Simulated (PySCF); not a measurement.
Q: Give a PBE0-D3(BJ)/def2-SVP geometry of `C(C[CH+]c1ccccc1)#CC`. (Charge +1.)

A: 
```
atom  x, y, z in Å
C1     3.6139    1.8484    0.4626
C2     2.8136    0.6460    0.3374
C3     2.1388   -0.3574    0.2323
C4     1.4690   -1.6362    0.1255
C5     0.0199   -1.7798   -0.0322
C6    -1.0048   -0.8416   -0.0972
C7    -2.3427   -1.3334   -0.2458
C8    -3.4036   -0.4579   -0.3167
C9    -3.1596    0.9227   -0.2426
C10   -1.8599    1.4328   -0.0980
C11   -0.7863    0.5703   -0.0246
H12    4.5801    1.6185    0.9374
H13    3.8162    2.2886   -0.5255
H14    3.1034    2.6034    1.0797
H15    1.9119   -2.2426   -0.6969
H16    1.7169   -2.2771    1.0036
H17   -0.2953   -2.8289   -0.1044
H18   -2.5106   -2.4120   -0.3011
H19   -4.4238   -0.8286   -0.4292
H20   -4.0024    1.6172   -0.2996
H21   -1.7030    2.5116   -0.0444
H22    0.2312    0.9456    0.0877
```

Orientation and origin are arbitrary. Atoms count from 1 in this order. Of the pairs four or more bonds apart, C3···H22 is among the closest relative to their van der Waals radii: 2.31 Å, 80 % of the sum of Bondi's values. The 6-membered ring C6–C7–C8–C9–C10–C11 has internal angles of 119.1° to 121.6°; it is planar, 0.00 Å rms from its mean plane, widest ring torsion 0°. C9 (aromatic CH carbon) is planar (angles 121.6°, 119.2° and 119.2°, sum 360.0°, 0.00 Å off the plane of its three neighbours). The 11 C–C bonds span 1.214 Å (C2≡C3, drawn triple) to 1.465 Å (C4–C5, drawn single), a spread of 0.251 Å.

Bonds between heavy atoms (Å): C1–C2 1.450, C2≡C3 1.214, C3–C4 1.448, C4–C5 1.465, C5–C6 1.391, C6–C7 1.433, C7–C8 1.377, C8–C9 1.404, C9–C10 1.404, C10–C11 1.379, C6–C11 1.431.

Computed, not measured: PySCF 2.14.0, PBE0-D3(BJ)/def2-SVP geometry optimisation, gas phase.

Stationary, but not proved a minimum. Torsions: C3–C4–C5–C6 -1°, C4–C5–C6–C7 -179°.

One conformer stands for the species.
